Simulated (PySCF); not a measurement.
Computed spin Hamiltonian

C4H8FO2 (doublet state).
Atom-mapped SMILES: `[CH3:1][CH2:2][O:3][C:4]([F:5])[O:6][CH3:7]` (hydrogens: H8, H9, H10 on C1; H11, H12 on C2; H13, H14, H15 on C7)

Structure used (GFN2-xTB), in Å, numbered top down from 1:
```xyz
15
C4H8FO2 angstrom
C     -2.7134   -0.5521   -0.3749
C     -1.3147   -0.3065    0.1480
O     -0.5854    0.4617   -0.8615
C      0.6626    0.7782   -0.6154
F      0.8432    1.6861    0.4196
O      1.5902   -0.2122   -0.6026
C      2.9369    0.1771   -0.4147
H     -3.2814   -1.1218    0.3562
H     -3.2142    0.3943   -0.5575
H     -2.6700   -1.1083   -1.3067
H     -0.7762   -1.2448    0.3147
H     -1.3326    0.2751    1.0757
H      3.5140   -0.7446   -0.4021
H      3.2727    0.8152   -1.2369
H      3.0640    0.7106    0.5305
```

The hyperfine couplings belong to this conformer and change with its torsions.

Method used: UKS B3LYP, pcH-1 on C F H O, non-relativistic, mean-field spin-orbit, GIAO (PySCF 2.14.0). Geometry: GFN2-xTB, one conformer, isolated molecule. Couplings are sensitive to structure, and on GFN2-xTB geometries they can be far from those on DFT ones. The SCF solution wasn't tested for stability.

```
g1, g2, g3        : 2.00190, 2.00346, 2.00417
g_iso             : 2.00318
Form of g         : rhombic: the two nearest values differ by 31 % of g3 − g1
⟨S²⟩              : 0.7523 (exact 0.7500)
α and β electrons : 29, 28
```

Hyperfine couplings atom by atom, in MHz; T1 to T3 are the principal values of the dipolar part:

```tsv
atom	isotope	a_iso	T1	T2	T3	Mulliken spin population
C1	13C	-2.8	-0.5	-0.5	1.0	0.00
C2	13C	50.1	-8.1	-7.8	15.9	0.08
O3	17O	-145.6	-7.1	3.2	3.9	-0.01
C4	13C	497.2	-71.8	-70.7	142.5	0.79
F5	19F	371.4	-199.0	-179.2	378.1	0.05
O6	17O	-25.7	-51.7	24.6	27.1	0.09
C7	13C	6.9	-1.8	-0.9	2.7	-0.01
H8	1H	6.6	-1.1	-0.7	1.8	0.00
H9	1H	1.0	-1.5	-1.1	2.6	0.00
H10	1H	1.0	-1.5	-1.1	2.6	0.00
H11	1H	-3.6	-5.3	-0.1	5.4	0.00
H12	1H	-5.1	-5.1	-0.7	5.7	0.00
H13	1H	-2.0	-2.9	-2.4	5.3	0.00
H14	1H	8.2	-4.7	-3.7	8.4	0.02
H15	1H	5.8	-3.5	-2.9	6.4	0.00
```

The largest Mulliken spin populations are on C4 (+0.79), O6 (+0.09) and C2 (+0.08). No atom but C4 exceeds +0.15. The angles at C4 add up to 345.8°, so it is pyramidal.

Axes: g3 points within 11° of the O3–C4 bond.

Under fast tumbling the dipolar parts average out, and these isotropic splittings remain: 1 × 19F (F5, I = 1/2, 2 lines) with 13.25 mT, 2 × 1H (H11/H12, I = 1/2, 3 lines) with 0.15 mT, 3 × 1H (H13/H14/H15, I = 1/2, 4 lines) with 0.14 mT and 3 × 1H (H8/H9/H10, I = 1/2, 4 lines) with 0.10 mT.

Nuclei that the bonding pattern makes equivalent are averaged, as if the motion that swaps them (rotation, inversion, ring flip) were fast. The three 1H nuclei of mean +4.0 MHz run from -2.0 to 8.2 MHz in the frozen geometry. The three 1H nuclei of mean +2.9 MHz run from 1.0 to 6.6 MHz in the frozen geometry.

The 13C coupling of C4 (497.2 MHz) shows only in satellite lines or after enrichment, since that isotope makes up about 1.07 % of natural carbon.

The 17O coupling of O3 (-145.6 MHz) shows only in satellite lines or after enrichment, since that isotope makes up about 0.038 % of natural oxygen.

The spin density at the nucleus, in bohr⁻³, is negative for C1 (-0.0025), for instance. A restricted open-shell determinant has no negative spin density anywhere; here it arises because α and β orbitals differ (spin polarisation).

On an Intel Xeon at 2.60 GHz with one thread, shared host, this took 46 s (with the writing of density and orbital grids) and 0.91 GiB of memory at its peak.
